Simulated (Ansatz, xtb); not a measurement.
## Isomers of H5NSeSi in order of energy

3 gas-phase structures of H5NSeSi, found in a search over its isomers (lower ones may exist). Each was relaxed with GFN2-xTB; where two conformers were screened, the lower at r2SCAN-D4/def2-SVP is listed:

A. `N[Se][SiH3]`, a singlet
B. `[SiH3]N[SeH]`, a singlet
C. `N[SiH2][SeH]`, a singlet

Task: Which do you expect lowest at r2SCAN-D4/def2-SVP, and how would the others follow?

Result: Calculated order at r2SCAN-D4/def2-SVP: C (0.0), A (35.1), B (38.9) kcal/mol.

Energies above the lowest of each column, in kcal/mol; the last columns are at B3LYP/6-31G* geometries and were run for some of them only (a dash: not run or not comparable):

```
structure  GFN2-xTB  HF/STO-3G  r2SCAN-D4/def2-SVP  B3LYP/6-31G*  CCSD(T)/def2-TZVP
        C       0.0        0.0                 0.0           0.0                0.0
        A      19.5       20.1                35.1          32.5               35.1
        B      22.6       30.9                38.9             –                  –
```

Every level run on C puts it lowest or level with the lowest. Flexible structures stand in one conformer each, not always the lowest. Frequencies (B3LYP/6-31G*) were run for A, C alone.

Programs: Ansatz 0.2.0, xtb 6.7.1 (Pople sets with spherical d functions).
